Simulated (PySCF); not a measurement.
**Two-photon absorption: `C=C(/C(=C/C#C)Cl)Cl`, C6H4Cl2**

Molfile (atoms numbered from 1):
```
C6H4Cl2
     RDKit          3D

 12 11  0  0  0  0  0  0  0  0999 V2000
    3.4311   -0.1843    1.5201 C   0  0  0  0  0  0  0  0  0  0  0  0
    2.3023    0.2623    1.4848 C   0  0  0  0  0  0  0  0  0  0  0  0
    1.0034    0.8145    1.4693 C   0  0  0  0  0  0  0  0  0  0  0  0
   -0.0548    0.2927    0.8070 C   0  0  0  0  0  0  0  0  0  0  0  0
    0.1435   -1.1613   -0.1054 Cl  0  0  0  0  0  0  0  0  0  0  0  0
   -1.4010    0.8753    0.7970 C   0  0  0  0  0  0  0  0  0  0  0  0
   -2.4590    0.3738    0.1475 C   0  0  0  0  0  0  0  0  0  0  0  0
   -1.5930    2.3400    1.7191 Cl  0  0  0  0  0  0  0  0  0  0  0  0
    4.4261   -0.5889    1.5440 H   0  0  0  0  0  0  0  0  0  0  0  0
    0.8319    1.7351    2.0338 H   0  0  0  0  0  0  0  0  0  0  0  0
   -2.3558   -0.5421   -0.4345 H   0  0  0  0  0  0  0  0  0  0  0  0
   -3.4275    0.8721    0.1930 H   0  0  0  0  0  0  0  0  0  0  0  0
  1  2  3  0
  2  3  1  0
  3  4  2  0
  4  5  1  0
  4  6  1  0
  6  7  2  0
  6  8  1  0
  1  9  1  0
  3 10  1  0
  7 11  1  0
  7 12  1  0
M  END
```

Level of theory: TDDFT CAM-B3LYP/aug-cc-pVDZ excited states, vertical, gas phase (PySCF). Geometry: PBE0-D3(BJ)/def2-SVP.

Singlets 4 and 5 lie within 0.01 eV of each other, so their separate moments and overlaps can depend on how they mix.

Task: How strongly do the lowest singlets absorb one photon, and two photons of half the energy?

Result: δ for parallel linear polarisation; σ at the peak of a Lorentzian of half width 0.1 eV, single beam; Ω is circular over linear.
| state | E (eV) | f | photon λ (nm) | δ (au) | σ (GM) | Ω | main |
| --- | --- | --- | --- | --- | --- | --- | --- |
| S1 | 4.64 | 0.618 | 534 | 114 | 0.90 | 0.72 | HOMO→LUMO 0.94 |
| S2 | 4.90 | 0.000 | 506 | <0.1 | 0.00 | – | HOMO−2→LUMO 0.90 |
| S3 | 5.56 | 0.038 | 446 | 840 | 9.53 | 0.88 | HOMO−1→LUMO 0.96 |
| S4 | 5.97 | 0.000 | 415 | 1.23 | 0.02 | 1.50 | HOMO→LUMO+3 0.32, HOMO→LUMO+7 0.18 |
| S5 | 5.97 | 0.002 | 415 | 10.4 | 0.14 | 1.50 | HOMO→LUMO+5 0.27, HOMO→LUMO+1 0.24 |
| S6 | 6.03 | 0.000 | 411 | 0.22 | 0.00 | 1.50 | HOMO−3→LUMO 0.88 |

Among these, the strongest one-photon state is S1, the strongest two-photon state S3, with a dipole change of 3.6 D (relaxed, norm of the difference vector).
